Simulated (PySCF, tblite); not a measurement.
Isomers of [C5H7FO]+ (charge +1 and doublet state), one GFN2-xTB conformer each. Single-point energies are computed at B3LYP/pcH-1 (PySCF, gas phase, no added dispersion term), electronic only. GFN2-xTB treats the open shell by occupation alone, and not every SCF solution was tested for stability.

Task: Rank them by B3LYP/pcH-1 energy, lowest first (kJ/mol).
A. `[F:1][C@@H:2]1[CH+:3][CH:4][O:5][CH2:6][CH2:7]1` (charge +1 and doublet state) with F1–C2–C3–C4 -155°, C2–C3–C4–O5 3°, C3–C4–O5–C6 -1°, C4–O5–C6–C7 26°
B. `[CH2+:1][CH:2][C:3]1([F:4])[CH2:5][O:6][CH2:7]1` (charge +1 and doublet state) with H–C1–C2–C3 -169° and 7°, C1–C2–C3–F4 20°, C2–C3–C5–O6 -105°, C3–C5–O6–C7 -14°, C5–O6–C7–C3 14°, C2–C3–C7–O6 93°
C. `[CH2+:1][CH:2][C:3](=[O:4])[CH2:5][CH2:6][F:7]` (charge +1 and doublet state) with H–C1–C2–C3 -174° and 3°, C1–C2–C3–O4 154°, C2–C3–C5–C6 102°, C3–C5–C6–F7 -73°

Result: A (0.0), C (89.6), B (186.8).

As drawn, the highest has a four-membered ring, which the lowest lacks. GFN2-xTB itself gives, in the same order: 0.0, 125.4, 162.2. Both levels put the same isomer lowest; measured from each level's own lowest isomer, the values differ by up to 35.8 kJ/mol ([CH2+][CH]C(=O)CCF: 125.4 against 89.6).

Task: What happens when harmonic zero-point energies from GFN2-xTB frequencies are added?

Result: 
| SMILES | ZPE (kJ/mol) | electronic (kJ/mol) | with ZPE (kJ/mol) |
| --- | --- | --- | --- |
| F[C@@H]1[CH+][CH]OCC1 | 283.5 | 0.0 | 0.0 |
| [CH2+][CH]C(=O)CCF | 272.5 | 89.6 | 78.6 |
| [CH2+][CH]C1(F)COC1 | 275.2 | 186.8 | 178.5 |

The zero-point energies span 11.0 kJ/mol. The order is unchanged.
